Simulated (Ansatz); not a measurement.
Cost and result for the atomization energy of CH4BClO2, SMILES `COB(O)Cl` (9 atoms, 8 bonds).

```
atom    x (Å)    y (Å)    z (Å)
  C1   0.0153   1.0712  -0.8655
  O2   0.5383  -0.0024  -0.1112
  B3  -0.1685  -0.8221   0.6937
  O4   0.4552  -1.8133   1.3712
 Cl5  -1.9183  -0.6707   0.9192
  H6   0.3228   0.9454  -1.9048
  H7   0.4289   2.0068  -0.4842
  H8  -1.0737   1.1083  -0.8102
  H9   1.4002  -1.8230   1.1919
```

Charge 0, multiplicity 1. Geometry: relaxed with PBE0-D4/def2-TZVP. It is one conformer, not always the lowest. Program: Ansatz. Hardware: A = 2 threads of an AMD EPYC 7R13 on a shared host; B = 2 threads of an AMD EPYC 7R13 on a shared host and a share of an NVIDIA H100 80 GB. Times are those of one run each, without the atoms' runs, and a repeat can differ threefold. Electronic energies, without spin–orbit coupling; frozen cores. CCSD(T)/CBS extrapolates def2-TZVPP and def2-QZVPP, and its time is that of the two runs behind it. T1 = 0.012. B3LYP takes the VWN-RPA correlation (the form of Gaussian; ORCA's B3LYP/G).

CCSD(T)/CBS is a level of theory with its own doubt, some kJ/mol a heavy atom from the limit and from the frozen cores, so smaller differences don't rank the functionals.

```tsv
level	functions	wall time	atomization (kJ/mol)	difference from CCSD(T)/CBS	per bond
CCSD(T)/def2-TZVPP [B]	222	3.2 s	3588.0	-93.1	-11.6
PBE-D4/def2-TZVPP (with forces) [A]	222	3.5 s	3777.0	95.9	12.0
PBE0-D4/def2-TZVPP [A]	222	4.2 s	3693.2	12.1	1.5
B3LYP-D4/def2-TZVPP (with forces) [A]	222	5.5 s	3675.5	-5.6	-0.7
r2SCAN-D4/def2-TZVPP (with forces) [A]	222	6 s	3709.7	28.6	3.6
B2PLYP/def2-TZVPP [A]	222	7 s	3651.0	-30.1	-3.8
ωB97X-V/def2-TZVPP [A]	222	9 s	3685.7	4.6	0.6
ωB97M-V/def2-TZVPP (with forces) [A]	222	12 s	3704.1	23.0	2.9
CCSD(T)/def2-QZVPP [B]	418	15 s	3643.0	-38.1	-4.8
CCSD(T)/CBS(def2)	–	18 s	3681.1	0.0	0.0
```

The D4 term adds +26.3 kJ/mol with B3LYP and +13.7 kJ/mol with PBE0; it sums over pairs of atoms, weighted by their polarisabilities, and B3LYP, whose exchange is more repulsive, gets the larger term. In def2-TZVPP, CCSD(T) changes the Hartree–Fock value by +887.2 kJ/mol (the triples alone add +59.3 kJ/mol) and MP2 by +997.4 kJ/mol; breaking electron pairs costs correlation energy, which Hartree–Fock lacks. From PBE to PBE0 (25 % exact exchange), in def2-TZVPP and without D4, the atomization energy moves by −81.1 kJ/mol: exact exchange takes away binding that semilocal exchange gives to molecules.
